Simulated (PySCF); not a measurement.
Molecule: `CCCS(=O)(=O)O`, C3H8O3S.

Geometry:
```
atom   x (Å)   y (Å)   z (Å)
  C1  -1.786   0.597  -0.070
  C2  -0.992  -0.695   0.045
  C3   0.423  -0.633  -0.513
  S4   1.467   0.459   0.442
  O5   1.172   1.835   0.109
  O6   1.493  -0.005   1.821
  O7   2.927   0.119  -0.196
  H8  -1.840   0.942  -1.114
  H9  -1.331   1.407   0.517
 H10  -2.814   0.449   0.291
 H11  -1.508  -1.506  -0.495
 H12  -0.931  -1.016   1.097
 H13   0.466  -0.256  -1.546
 H14   0.921  -1.612  -0.469
 H15   3.422  -0.360   0.487
```

Geometry PBE0-D3(BJ)/def2-SVP throughout; GIAO in PySCF 2.14, gas phase, one conformer, non-relativistic; equivalent atoms averaged; basis pcSseg-1.

For orientation, PBE0 gives these absolute shieldings σ: C3 123.7, C2 165.1, C1 170.5, S4 163.7, O5/O6 85.4, O7 113.8, H15 26.71, H11/H12 29.51, H8/H9/H10 30.08 ppm.

A run gave: C3 110.3, C2 152.7, C1 160.1, S4 141.3, O5/O6 68.8, O7 98.0, H15 26.90, H11/H12 29.55, H8/H9/H10 30.16 ppm (absolute shieldings σ).

Which functional was used in that run?
A. wB97X-D
B. LDA
C. BLYP
D. WP04
E. KT3

Results:

C. C1 tells them apart best: BLYP gives 160.1, WP04 gives 156.8, LDA gives 167.9, KT3 gives 167.0, wB97X-D gives 170.6 ppm.
